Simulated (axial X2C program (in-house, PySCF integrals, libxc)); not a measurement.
**Potential curves of MoAs, with spin–orbit coupling**

Calculated with an in-house all-electron X2C program for linear molecules (integrals from PySCF). Two-component (2c) means X2C with spin–orbit coupling and atomic mean-field two-electron Coulomb and Gaunt terms. Basis: Mo dyall-v3z [11s12p9d3f2g], As dyall-v3z [9s9p6d1f] (cores contracted in-house); Gaussian nuclei, density fitting, unrestricted open shells. Masses: Mo 97.905 u, As 74.922 u.

State: Ω = 3/2 (⟨Sz⟩ = 1.50, ⟨Lz⟩ = 0.00 at PBE0). Energies in kJ/mol from the fragments at the same level (Mo + As). Fits are polynomials in 1 − R0/R over 0.85 to 1.23 times the lowest point R0.

| R (Å) | PBE0 |
| --- | --- |
| 1.9914 | -144.98 |
| 2.0830 | -198.41 |
| 2.1517 | -219.25 |
| 2.2203 | -229.07 |
| 2.2890 | -231.30 |
| 2.3691 | -227.43 |
| 2.4492 | -218.99 |
| 2.5522 | -204.11 |
| 2.6781 | -182.80 |
| 2.8613 | -150.31 |

Occupations by symmetry block were frozen at the best pattern of an incomplete PBE0 search. Dissociation energies refer to the lowest single-determinant-based atoms at the same level and basis. Density functionals use the spin component along the axis (collinear). With several unpaired electrons one determinant need not be a pure state. This is the top spin component of a Σ state; components of lower Ω are not single determinants and can lie lower. The determinant is spin-polarised beyond a pure state at some levels (its spin-free form has ⟨S²⟩ too high), which makes Re and μ there less reliable.

**Question.** Fit the PBE0 curve near its minimum: give the equilibrium distance, the harmonic wavenumber and the well depth.

**Answer.** At PBE0, 2c: Re = 2.280 Å, ωe ≈ 277 cm⁻¹, De = 2.40 eV to Mo + As; Be follows as 0.0764 cm⁻¹.
